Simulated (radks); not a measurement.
Results of a calculation; reference values are marked as such.
Question: The mean radii <r> (bohr) of the occupied orbitals of an atom or ion are listed with their occupations. Code: a radial shooting solver on a logarithmic mesh with Libxc functionals. Model: scalar-relativistic Kohn-Sham, r2SCAN, spin-polarised, spherical densities, finite nucleus; meta-GGA in the generalised Kohn-Sham scheme; Fermi nuclear charge, rms radius of each element as measured or else 0.836 A^(1/3) + 0.57 fm.

| orbital | occ. | <r> |
|---|---|---|
| 1s down | 1 | 0.02112 |
| 1s up | 1 | 0.02112 |
| 2s up | 1 | 0.08975 |
| 2s down | 1 | 0.08975 |
| 2p up | 3 | 0.07946 |
| 2p down | 3 | 0.07946 |
| 3s up | 1 | 0.2343 |
| 3s down | 1 | 0.2340 |
| 3p up | 3 | 0.2333 |
| 3p down | 3 | 0.2329 |
| 3d up | 5 | 0.2123 |
| 3d down | 5 | 0.2118 |
| 4s up | 1 | 0.5268 |
| 4s down | 1 | 0.5274 |
| 4p up | 3 | 0.5558 |
| 4p down | 3 | 0.5567 |
| 4d up | 5 | 0.5951 |
| 4d down | 5 | 0.5972 |
| 5s up | 1 | 1.124 |
| 5s down | 1 | 1.141 |
| 4f up | 7 | 0.6730 |

Name the element and its charge. Open shells, if any, are filled with parallel spins first.

Answer: Z = 66, dysprosium, charge +11: Dy11+ in [Kr] 4d10 4f7 5s2. The 1s radius gives Z: for a bare nucleus <r> = (2 gamma + 1)/(2Z) with gamma = sqrt(1 - (Z/c)^2), 0.02085 bohr for Z = 66, and screening makes it slightly larger (0.02112 here). The occupations add up to 55, and the charge is Z minus that.
